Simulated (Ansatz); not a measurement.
Consider the formal exchange of groups at a B–C bond: `BBC` + `N=C[SiH2]O` → `BB[SiH](O)C=N` + CH₄.

Isolated molecules relaxed with PBE0-D4/def2-TZVP in Ansatz; ΔE leaves out vibrations. CBS: MP2 limit from def2 TZ/QZ plus the TZ coupled-cluster correction, frozen cores. This one scheme is used for every species. DFT in def2-TZVPP. B3LYP here is the variant with VWN-RPA as its local correlation; programs differ in this. One conformer a species, not always the lowest.

| level | ΔE (kcal/mol) |
| --- | --- |
| ωB97M-V | 0.1 |
| B2PLYP | 0.0 |
| PBE0 | -1.4 |
| B3LYP | -0.3 |
| HF/def2-TZVPP | 3.1 |
| SCS-MP2/def2-TZVPP | 1.1 |
| SCS-MP2/def2-QZVPP | 1.2 |
| CCSD/CBS(def2) | 0.3 |

(1) What does CCSD(T)/CBS give? (An estimate is asked.)

Largest T1 diagnostic among the species: 0.014.

Answers

(1) The calculation gave: -0.4 kcal/mol. The listed levels differ from it by 0.5, 0.4, -1.0, 0.1, 3.5, 1.5, 1.6, 0.7 kcal/mol.

The D4 term adds −1.3 kcal/mol with B3LYP and −0.8 kcal/mol with PBE0; it sums over pairs of atoms, weighted by their polarisabilities, and B3LYP, whose exchange is more repulsive, gets the larger term. In def2-TZVPP, CCSD(T) changes the Hartree–Fock value by −3.5 kcal/mol (the triples alone add −0.7 kcal/mol) and MP2 by −2.6 kcal/mol.
